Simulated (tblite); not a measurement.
Species: C6H5F3.
Z-matrix (Å and degrees, GFN2-xTB geometry), rows numbered from 1:
```
C 
C   1  1.3327
C   2  1.4392  1  122.00
C   3  1.3465  2  128.18  1   179.99
C   4  1.4396  3  128.44  2     0.02
F   5  1.3481  4  120.40  3    -0.05
C   5  1.3406  4  123.24  3   179.93
F   7  1.3243  5  125.77  4  -179.96
F   7  1.3288  5  123.43  4     0.04
H   1  1.0760  2  121.77  3   179.98
H   1  1.0781  2  121.69  3    -0.04
H   2  1.0784  1  119.63  3  -179.95
H   3  1.0828  2  115.00  1     0.00
H   4  1.0809  3  118.92  2   179.97
```

Computed with GFN2-xTB (tblite): harmonic, unscaled wavenumbers at the GFN2-xTB geometry, gas phase. This tight-binding method is rough: wavenumbers can miss measured ones by several per cent, in bad cases by 10 to 20. One conformer, not necessarily the lowest.

Harmonic wavenumbers (cm⁻¹): 42.0, 101.5, 118.4, 149.0, 204.9, 277.4, 285.6, 335.3, 422.4, 456.5, 495.6, 513.8, 650.3, 666.9, 788.4, 819.9, 892.8, 920.5, 937.4, 1012.3, 1051.1, 1123.6, 1211.0, 1237.6, 1287.4, 1297.4, 1362.1, 1418.2, 1615.1, 1642.5, 1705.9, 3055.5, 3084.4, 3097.7, 3116.7, 3140.2.

A = 4374, B = 767.7, C = 653.1 MHz; mass 134.034 u (most abundant isotopes); point group Cs, symmetry number 1.

Question: What is the zero-point energy?

Answer: ½Σν̃ = 20269 cm⁻¹ = 57.95 kcal/mol.

Question: What is S at 350 K and 1 bar for an ideal gas of classical rigid rotors and harmonic oscillators?

Answer: Translation 41.41, rotation 29.85, vibration 30.19: S = 101.5 cal/(mol K).

Question: And Cp and H(350 K) − H(0)?

Answer: Cp = 38.21 cal/(mol K), of which vibrations give 30.26 (their classical limit is 36 R = 71.5); H(350 K) − H(0) = 8.31 kcal/mol without the zero-point energy, 5.53 from vibrations.

Question: Blend soft modes into free rotors: weight 1/[1 + (100 cm⁻¹/ν̃)⁴] for the oscillator and the rest for a rotor with moment μB/(μ + B), μ = h/(8π²ν), B = 10⁻⁴⁴ kg m². What vibrational entropy results?

Answer: 28.02 cal/(mol K) in place of 30.19, which changes −T·S at 350 K by +0.76 kcal/mol.

Question: How do the functions run with temperature in this model?

Answer: 
```
T (K)  S (cal/(mol K))  Cp (cal/(mol K))  H − H(0) (kcal/mol)  G − H(0) (kcal/mol)  ln q(vib)
  100             68.7              17.5                 1.23                -5.63       1.48
  200             83.6              26.4                 3.44               -13.28       3.79
  300             95.9              34.5                 6.49               -22.27       6.10
  500            116.7              47.5                14.78               -43.59      10.58
  800            141.9              59.1                30.95               -82.54      16.75
 1000            155.6              63.8                43.28              -112.32      20.46
```

q(vib) and H(0) count from the zero-point level.

Question: What must be added to the electronic energy to get the Gibbs energy at 350 K and 1 bar?

Answer: ZPE + [H(350 K) − H(0)] − T·S = 57.95 + 8.31 − 35.51 = 30.75 kcal/mol.

Question: Which modes carry the vibrational entropy at 350 K?

Answer: 42.0 cm⁻¹: 5.48; 101.5 cm⁻¹: 3.74; 118.4 cm⁻¹: 3.44; 149.0 cm⁻¹: 2.99; 204.9 cm⁻¹: 2.39; 277.4 cm⁻¹: 1.83 cal/(mol K); the other 30 give 10.33 together.

Hindered rotation and anharmonicity are outside this model. Other conformers, if any are populated, would add a mixing term that is left out.
